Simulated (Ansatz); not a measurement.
An input meant for Rb6 (charge 0, singlet).

```yaml
crystal:
  periodic: [false, false, false]
  atoms:
    - {symbol: Rb, position_ang: [-2.054007, 0.365779, -3.476907]}
    - {symbol: Rb, position_ang: [3.058689, 1.741014, 2.136415]}
    - {symbol: Rb, position_ang: [-0.556839, -0.868858, 3.990078]}
    - {symbol: Rb, position_ang: [2.314915, 2.351967, -2.656920]}
    - {symbol: Rb, position_ang: [-3.722953, -1.949799, 0.457588]}
    - {symbol: Rb, position_ang: [0.960195, -1.640103, -0.450253]}
basis:
  gaussian: {orbitals: def2-mTZVPP, final_grid: {core_spheres: 5, valence_spheres: 4, degree: 11}}
magnetization: {spin_polarized: true, initial_magnetization: 8}
hamiltonian: {xc: {name: wB97}}
scf: {omitted_lower_state_checks: [starts]}
```

```sh
$ ansatz run in.yaml --threads 2 --pin off --events-out ev --progress --plain --max-ram 4352MiB
```

Output, abridged:

```
Functional definition: wB97
1944 factors; their error is unknown
1290 factors; integrals over basis functions are off by at most 2.0e-5 eV
mean field evaluation 1: about -3911.2244 eV, gradient 1.1e1 eV
mean field evaluation 2: about -3907.7493 eV, gradient 1.9e1 eV
mean field evaluation 4: about -3913.0515 eV, gradient 3.4e0 eV
mean field evaluation 8: about -3913.8639 eV, gradient 6.9e-1 eV
mean field evaluation 16: about -3914.1179 eV, gradient 1.0e-1 eV
mean field evaluation 32: about -3914.1669 eV, gradient 2.4e-1 eV
mean field -3914.17931628 eV, -143.8434367472 hartree, gradient 5.5e-6 eV, S^2 20.003163; 0 other end points of the search recorded, 0 dependent functions left out
reference -3914.17932304 eV, -143.8434369955 hartree; 31, 23 occupied and 167, 175 virtual orbitals, 1944 factors
Total energy: -3914.17932304 eV, -143.8434369955 hartree
Checks for a lower state left out: starts
```

Q: What is wrong with this run?

A: The spin is set far too high (8 unpaired electrons typed, 0 in the singlet as meant). The run converged. The result belongs to that input, not to the species as meant.
